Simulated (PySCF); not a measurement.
# Computed records: CH6GeN2, CH3GeO2

Calculation on a computer-drawn molecule: the log of a Hartree-Fock and frozen-core CCSD(T) single point meant for a local Hartree-Fock minimum, with one planted fault or none, to be diagnosed. Offsets are logged minus clean, where the clean run is the same molecule without the fault. The reference is restricted for singlets and unrestricted otherwise, and also for a bond in bohr or an excited solution. Adding or removing an electron swaps singlet and doublet. The excited solution moves the top pair (singlet) or top alpha electron (doublet) to the lowest empty orbital. Highest occupied and lowest empty are orbital energies over both spins, largest force is the largest gradient component, triples share is (T) over the correlation energy, the T1 limit is 0.02 restricted and 0.045 unrestricted, electrons count all cores, a negative frequency is imaginary (commonest isotopes), and the dipole is about the centre of nuclear charge; on germanium a core potential holds 10 electrons, which the energies leave out, and 3d is frozen in MP2 and coupled-cluster steps. Program: PySCF 2.14.0.

Common to all runs: meant multiplicity 1; logged SCF converged yes; logged SCF stable within its kind yes; possible faults no fault, one electron removed, one electron added, multiplicity raised by two, geometry at a saddle point, SCF held on an excited solution, minimal basis STO-3G, one bond length entered in bohr, all coordinates scaled.

```yaml
- entry: 1
  formula: CH6GeN2
  logged_structure:
    atoms_angstrom:
      - [C, -1.6338, -0.9433, 0.0]
      - [Ge, -0.1131, -0.0653, 0.0]
      - ["N", 1.5287, -0.7759, 0.0]
      - ["N", 0.0924, 1.7118, 0.0]
      - [H, -2.576, -0.4136, 0.0]
      - [H, -1.6462, -2.024, 0.0]
      - [H, 2.3694, -0.2367, 0.0]
      - [H, 1.6837, -1.7629, 0.0]
      - [H, 0.9797, 2.1703, 0.0]
      - [H, -0.6849, 2.3396, 0.0]
  given:
    meant_charge: 0
    meant_basis: cc-pVDZ
    meant_basis_and_core_potential_on_germanium: "cc-pVDZ-PP ECP10MDF"
    logged_electrons: 58
    logged_basis_functions: 95
    logged_spin_squared: 0.0
    "logged_highest_occupied [eV]": -7.3001
    "logged_lowest_empty [eV]": 4.016
    "logged_largest_force [hartree/bohr]": 3.5114e-05
    "logged_lowest_frequency [cm^-1]": -403.3
    logged_T1_diagnostic: 0.012244
    logged_D1_diagnostic: 0.044523
    logged_triples_share: 0.028393
    logged_CC_converged: "yes"
    "logged_dipole_magnitude [debye]": 3.3286
    "logged_energy_HF [hartree]": -443.59961
    "logged_energy_CCSD(T) [hartree]": -444.22823
    drawn_bonds_atom: [1, 2, 2, 1, 1, 3, 3, 4, 4]
    drawn_bonds_other_atom: [2, 3, 4, 5, 6, 7, 8, 9, 10]
    drawn_bonds_order: [2, 1, 1, 1, 1, 1, 1, 1, 1]
  results:
    planted_fault: "geometry at a saddle point"
    "HF_energy_offset_from_clean_run [kcal/mol]": 2.348
    "CCSD(T)_energy_offset_from_clean_run [kcal/mol]": 4.975
- entry: 2
  formula: CH6GeN2
  logged_structure:
    atoms_angstrom:
      - [C, 0.5118, 3.0949, -0.401]
      - [Ge, 0.0431, 1.4075, -0.5056]
      - ["N", 0.4274, 0.0863, 0.6692]
      - ["N", -0.9275, 0.6166, -1.8116]
      - [H, 0.1256, 3.8227, -1.1014]
      - [H, 1.1942, 3.4352, 0.3657]
      - [H, 1.0584, 0.3314, 1.4107]
      - [H, 0.7156, -0.7837, 0.2571]
      - [H, -1.6338, -0.0233, -1.4931]
      - [H, -1.32, 1.2344, -2.4989]
  given:
    meant_charge: 0
    meant_basis: cc-pVDZ
    meant_basis_and_core_potential_on_germanium: "cc-pVDZ-PP ECP10MDF"
    logged_electrons: 59
    logged_basis_functions: 95
    logged_spin_squared: 0.7725
    "logged_highest_occupied [eV]": 2.7023
    "logged_lowest_empty [eV]": 8.8472
    "logged_largest_force [hartree/bohr]": 0.081863
    "logged_dipole_magnitude [debye]": 3.236
    "logged_energy_HF [hartree]": -443.47618
    drawn_bonds_atom: [1, 2, 2, 1, 1, 3, 3, 4, 4]
    drawn_bonds_other_atom: [2, 3, 4, 5, 6, 7, 8, 9, 10]
    drawn_bonds_order: [2, 1, 1, 1, 1, 1, 1, 1, 1]
  results:
    planted_fault: "one electron added"
    "HF_energy_offset_from_clean_run [kcal/mol]": 79.8
  notes: ["coupled-cluster numbers left out as unreliable", "highest electron not bound in this basis"]
- entry: 3
  formula: CH3GeO2
  logged_structure:
    atoms_angstrom:
      - [C, -1.8014, -0.0637, -0.8922]
      - [Ge, -0.2246, -0.2944, -0.0746]
      - [O, 2.6258, 1.013, -0.0851]
      - [O, -0.2635, -1.6701, 1.0978]
      - [H, -1.9343, 0.7216, -1.6223]
      - [H, -2.638, -0.7083, -0.6639]
      - [H, 0.5956, -1.7272, 1.4841]
  given:
    meant_charge: -1
    meant_basis: aug-cc-pVDZ
    meant_basis_and_core_potential_on_germanium: "aug-cc-pVDZ-PP ECP10MDF"
    logged_electrons: 58
    logged_basis_functions: 128
    logged_spin_squared: 1.1108
    "logged_highest_occupied [eV]": -2.2209
    "logged_lowest_empty [eV]": 4.1334
    "logged_largest_force [hartree/bohr]": 0.036774
    logged_T1_diagnostic: 0.075583
    logged_D1_diagnostic: 0.47979
    logged_triples_share: 0.04232
    logged_CC_converged: "yes"
    "logged_dipole_magnitude [debye]": 2.1318
    "logged_energy_HF [hartree]": -482.61366
    "logged_energy_CCSD(T) [hartree]": -483.28334
    drawn_bonds_atom: [1, 2, 2, 1, 1, 4]
    drawn_bonds_other_atom: [2, 3, 4, 5, 6, 7]
    drawn_bonds_order: [2, 1, 1, 1, 1, 1]
  results:
    planted_fault: "one bond length entered in bohr, row 2 of the drawn bonds"
    "HF_energy_offset_from_clean_run [kcal/mol]": 79.04
    "CCSD(T)_energy_offset_from_clean_run [kcal/mol]": 103.2
  notes: ["T1 above single-reference limit"]
```
